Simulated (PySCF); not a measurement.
C2H7NSi. Atoms are numbered in the order given.

```xyz
11

C     -0.4438     0.1252    -1.1607
N     -1.2480    -0.2691     0.0000
C     -0.4438     0.1252     1.1607
Si     1.0537    -0.0399     0.0000
H     -0.5517    -0.5423    -2.0309
H     -0.5924     1.1719    -1.5025
H     -2.2168     0.0442     0.0000
H     -0.5924     1.1719     1.5025
H     -0.5517    -0.5423     2.0309
H      2.1097     1.0190     0.0000
H      1.7051    -1.3828     0.0000
```

Geometry: PBE0-D3(BJ)/def2-SVP.

Calculation: HF/def2-TZVP (PySCF).

Symmetry labels are those of the subgroup Cs that the program uses (full group Cs).

Computed valence orbital energies around the gap with their symmetry:
```tsv
orbital	symmetry	energy (eV)
HOMO−7	A'	-17.36
HOMO−6	A'	-16.80
HOMO−5	A"	-15.26
HOMO−4	A"	-14.20
HOMO−3	A'	-12.90
HOMO−2	A'	-11.45
HOMO−1	A"	-11.31
HOMO	A'	-9.97
LUMO	A"	2.99
LUMO+1	A'	3.60
LUMO+2	A'	4.41
LUMO+3	A'	4.71
```
